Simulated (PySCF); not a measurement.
Isomers of C6H12NP, one conformer each; single-point electronic energies without zero-point terms and without any empirical dispersion term.

Level: PBE0/pcSseg-1 in PySCF, non-relativistic, each on one gas-phase PBE0-D3(BJ)/def2-SVP geometry that isn't relaxed in the solvent. The solvent is an IEF-PCM continuum (Bondi radii, 1.10 Å for H, scaled by 1.2). The model holds no explicit solvent molecules, cavitation or dispersion.

| isomer | relative energy, gas (kcal/mol) | dipole (D) |
| --- | --- | --- |
| `N=[P@]12CC[C@H](CC1)C2` | 0.0 | 3.60 |
| `CC(C)P(C)CC#N` | 2.9 | 4.83 |

Question: How do the relative energies look in acetonitrile (ε = 35.69)?

Answer: 
```
                  isomer  relative energy, solvent (kcal/mol)  E(solvent) − E(gas) (kcal/mol)  dipole in solvent (D)
`N=[P@]12CC[C@H](CC1)C2`                                  0.0                            -8.9                   5.02
         `CC(C)P(C)CC#N`                                  3.7                            -8.1                   6.30
```

The order is unchanged. Conformers: `[CH3:1][CH:2]([CH3:3])[P:4]([CH3:5])[CH2:6][C:7]#[N:8]` with C1–C2–P4–C5 -69°, C2–P4–C6–C7 165°. `N=[P@]12CC[C@H](CC1)C2` gains most from the continuum, while `CC(C)P(C)CC#N` has the largest gas-phase dipole. The gains span 0.8 kcal/mol, the gas-phase energies 2.9 kcal/mol.
